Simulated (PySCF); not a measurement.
Ru: excitation energy

Ru [Kr] 4d7 5s1 (5F) → Ru [Kr] 4d7 5p1 (high-spin determinant), as a difference of total energies. Calculation: PySCF 2.14, in def2-TZVPPD with the def2 core potential (28 electrons) (6s4p3d2f1g, 56 functions); a scalar-relativistic core potential. Correlated levels: valence: 4s2 4p6 frozen. The calculations carry no spin-orbit coupling.

```tsv
method	excitation energy (eV)
UHF	3.024
MP2 (valence)	3.453
SCS-MP2 (valence)	3.332
CCSD (valence)	3.367
CCSD(T) (valence)	3.365
```

Q: How much does correlation contribute at CCSD(T) (valence)?

A: 3.365 − (3.024) = 0.341 eV, measured against UHF.

The determinant of the upper state mixes LS terms, which raises its energy above the lowest term, most at the Hartree-Fock and MP2 levels.
